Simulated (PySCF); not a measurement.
Compound: C3H5BCl2F2.
Geometry (PBE0-D3(BJ)/def2-SVP, Å), atoms numbered from 1 in this order:
```
atom  x, y, z in Å
F1     2.7567    1.5427   -1.0461
B2     1.8452    1.0868   -0.2078
F3     2.0723    1.2911    1.0792
C4     0.5675    0.3559   -0.7186
C5    -0.3158   -0.2270    0.3710
C6    -1.5732   -0.9100   -0.1263
Cl7   -2.6402    0.2395   -0.9779
Cl8   -1.1851   -2.2990   -1.1772
H9    -0.0052    1.0817   -1.3246
H10    0.8745   -0.4248   -1.4357
H11   -0.6352    0.5614    1.0722
H12    0.2398   -0.9690    0.9678
H13   -2.1642   -1.3148    0.7038
```

Computed with TDDFT wB97X-D/def2-SVPD, vertical, gas phase, core orbitals frozen in the response (PySCF).

Lowest singlets, with some entries withheld (?).

```tsv
state	ν̃ (cm⁻¹)	f	main configurations (H = HOMO, L = LUMO)
S1	57480	?	H-1→L (81%)
S2	58160	?	H→L (78%)
S3	60370	?	H-2→L (62%), H-1→L+3 (14%), H-1→L+2 (10%)
S4	62140	?	H-3→L (50%), H→L+3 (20%), H→L+2 (13%)
S5	67280	?	H-1→L+2 (30%), H-1→L+3 (29%), H-2→L (22%)
S6	67620	?	H-3→L (32%), H→L+3 (27%), H→L+2 (24%)
S7	69960	?	H-1→L+1 (28%), H-1→L+4 (28%), H-2→L+3 (17%)
S8	70180	?	H-4→L+2 (42%), H-3→L+2 (20%), H-4→L+3 (19%)
S9	70420	?	H→L+1 (36%), H→L+4 (35%), H→L+5 (9%)
S10	71160	?	H-2→L+3 (24%), H-2→L+2 (23%), H-1→L+4 (16%)
```

Question: Supply the missing values.

Answer: 
- S1: f = 0.0006
- S2: f = 0.019
- S3: f = 0.0000
- S4: f = 0.0076
- S5: f = 0.0006
- S6: f = 0.0015
- S7: f = 0.060
- S8: f = 0.0061
- S9: f = 0.017
- S10: f = 0.0017

Question: Which level carries the most intensity, and what share of the listed sum of f?

Answer: S7, with f = 0.060 of 0.114, 53%.

Question: Where do the lowest triplets lie (Tamm–Dancoff)?

Answer: T1 6.49 eV, H→L (76%); T2 6.54 eV, H-1→L (73%); T3 6.79 eV, H-2→L (54%), H-1→L+3 (17%), H-1→L+2 (10%); T4 6.95 eV, H-3→L (50%), H→L+3 (17%), H→L+2 (11%). E(S1) − E(T1) = +0.64 eV.

Question: How far apart are S3 and S5, in eV and cm⁻¹?

Answer: 8.342 − 7.485 = 0.857 eV, or about 6910 cm⁻¹.

All these states lie below the vertical ionisation energy of 11.23 eV (ΔSCF).

On one thread of an Intel Xeon at 2.50 GHz, shared host, this took 9.5 min and 0.97 GiB of memory at its peak.

One conformer stands for the species.
